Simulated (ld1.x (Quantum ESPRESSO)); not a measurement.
**Pseudopotential generation for nitrogen (N): ultrasoft, PBE, scalar-relativistic.**

Input for ld1.x (Quantum ESPRESSO) 7.5:

```
&input
   title='N', zed=7., rel=1, dft='PBE', iswitch=3,
   config='[He] 2s1.5 2p3.5',
   nld=2, rlderiv=2.40, eminld=-3.0, emaxld=5.0, deld=0.02
 /
 &inputp
   pseudotype=3, tm=.true., lloc=-1, rcloc=1.35,
   nlcc=.true., new_core_ps=.true., rcore=0.85,
   which_augfun='PSQ', rmatch_augfun=0.45,
   file_pseudopw='N.UPF', file_wfcaegen='ae.wfc', file_wfcncgen='nc.wfc', file_beta='beta', file_chi='chi', file_wfcusgen='us.wfc'
 /
4
2S  1  0   1.50   0.00  0.65  0.80  0.0
2S  1  0   0.00  -0.05  0.65  0.80  0.0
2P  2  1   3.50   0.00  1.90  2.20  0.0
2P  2  1   0.00   2.65  1.90  2.20  0.0
 &test
   configts(1)='2s1.5 2p3.5'
 /
```

Command:

```bash
ld1.x < N.in > N.out
```

Output (shortened: banner, matrices, multipoles, cross overlaps and the repeated all-electron block are left out):

```
Program LD1 v.7.5
     --------------------------- All-electron run ----------------------------

     N
     scalar relativistic calculation

     atomic number is  7.00
     dft =PBE   lsd =0 sic =0 latt =0  beta=0.20 tr2=1.0E-14
     Exchange-correlation= PBE
                           (   1   4   3   4   0   0   0)
     mesh =1085 r(mesh) =  99.89202 a.u. xmin = -7.00 dx = 0.01250
     1 Ry =  13.60569312 eV, c = 137.03599908

     n l     nl                  e(Ry)          e(Ha)          e(eV)
     1 0     1S 1( 2.00)       -28.3075       -14.1538      -385.1435
     2 0     2S 1( 1.50)        -1.3827        -0.6913       -18.8120
     2 1     2P 1( 3.50)        -0.5369        -0.2684        -7.3044

     final scf error:  8.4E-15 reached in  21 iterations

     Etot =    -108.483846 Ry,     -54.241923 Ha,   -1475.997912 eV

     Ekin =     108.264110 Ry,      54.132055 Ha,    1473.008264 eV
     Encl =    -255.281607 Ry,    -127.640803 Ha,   -3473.283204 eV
     Eh   =      51.602024 Ry,      25.801012 Ha,     702.081307 eV
     Exc  =     -13.068373 Ry,      -6.534187 Ha,    -177.804278 eV

     normalization and overlap integrals

     s(1S/1S) =  1.000000  <r> =   0.2296  <r2> =    0.0714  r(max) =   0.1483
     s(2S/2S) =  1.000000  <r> =   1.3180  <r2> =    2.1088  r(max) =   1.0167
     s(2P/2P) =  1.000000  <r> =   1.4770  <r2> =    2.8859  r(max) =   0.9671

     ------------------------ End of All-electron run ------------------------

     --------------------- Generating US pseudopotential ---------------------

      Generating local potential from pseudized AE potential:
      Matching radius rcloc =   1.3500

      Local pseudo, rcloc= 1.355 Estimated cut-off energy=    13.30 Ry

      Computing core charge for nlcc:

       r > 0.85 : true rho core
      Core charge pseudized with two Bessel functions
      Integrated core pseudo-charge :   0.15
      Wfc-us  2S rcutus= 0.802  Estimated cut-off energy=    65.33 Ry
      Wfc-us  2S rcutus= 0.802  Estimated cut-off energy=    67.12 Ry
      Wfc-us  2P rcutus= 2.179  Estimated cut-off energy=    16.89 Ry
      Wfc-us  2P rcutus= 2.179  Estimated cut-off energy=    15.59 Ry

     Q pseudized with Bessel functions
     Expected ecutrho=    1478.6187 due to l1=  0   l2=  1

     ------------------- End of pseudopotential generation -------------------

     Computing logarithmic derivative in   2.39375
     Computing logarithmic derivative in   2.39375
     Computing the partial wave expansion
     R is outside the sphere for l=    0 j= 0.00
     R is outside the sphere for l=    0 j= 0.00
     R is outside the sphere for l=    1 j= 0.00
     R is outside the sphere for l=    1 j= 0.00

     ---------------------- Testing the pseudopotential ----------------------

     N
     scalar relativistic calculation

     atomic number is  7.00   valence charge is  5.00
     dft =PBE   lsd =0 sic =0 latt =0  beta=0.20 tr2=1.0E-14
     mesh =1085 r(mesh) =  99.89202 xmin = -7.00 dx = 0.01250

     n l     nl             e AE (Ry)        e PS (Ry)    De AE-PS (Ry)
     1 0     2S   1( 1.50)       -1.38266       -1.38267        0.00001
     2 1     2P   1( 3.50)       -0.53687       -0.53687        0.00000

     eps = 1.1E-17  iter =  4

     Etot =    -108.483846 Ry,     -54.241923 Ha,   -1475.997912 eV
     Etotps =   -19.090981 Ry,      -9.545491 Ha,    -259.746034 eV

     Ekin =       6.200670 Ry,       3.100335 Ha,      84.364413 eV
     Encl =     -42.029237 Ry,     -21.014619 Ha,    -571.836905 eV
     Ehrt =      16.240668 Ry,       8.120334 Ha,     220.965540 eV
     Ecxc =      -4.691259 Ry,      -2.345629 Ha,     -63.827827 eV
     (Ecc =      -0.142607 Ry,      -0.071304 Ha,      -1.940272 eV)
     Epseu=       5.188177 Ry,       2.594089 Ha,      70.588746 eV

     ---------------------- End of pseudopotential test ----------------------
```

Generation and configuration tests took about 0.69 s on one core of a shared server CPU.
